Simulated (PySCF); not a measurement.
**Finite-field polarisability of Se (selenium, neutral)**

[Ar] 3d10 4s2 4p4, high-spin 3P determinant. All numbers are calculated (PySCF 2.14, scalar relativity through the core potential, in aug-cc-pVDZ-PP with ECP10MDF). Frozen: 3s2 3p6 3d10. Energy changes in a uniform field (μhartree):

```csv
axis,F (au),HF,MP2,CCSD,CCSD(T)
x,0.003,-99.205,-99.700,-100.023,-100.321
x,0.006,-396.902,-398.896,-400.192,-401.382
y,0.0027,-99.523,-102.660,-104.178,-104.818
y,0.0054,-398.279,-410.860,-416.946,-419.515
```

By symmetry the remaining axis equals x.

Problem. Derive α along x at CCSD(T) from the two fields.

Solution. With ΔE = −αF²/2 − γF⁴/24, α = −(16 ΔE(F) − ΔE(2F))/(6F²) = 22.29 bohr³.

Problem. And the mean polarisability at each level?

Solution. The components xx, yy, zz at CCSD(T) are 22.29, 28.75, 22.29, the third axis being equal by symmetry to one of the two computed. Means: HF 23.80, MP2 24.16, CCSD 24.34, CCSD(T) 24.44 bohr³. Reference: 28.9 ± 1 bohr³ (recommended; Schwerdtfeger and Nagle, table of static dipole polarizabilities (2023 update)).

CCSD(T) lies more than 5 % below the reference, which points to too few diffuse and polarisation functions.

A double-zeta set is small for polarisabilities.
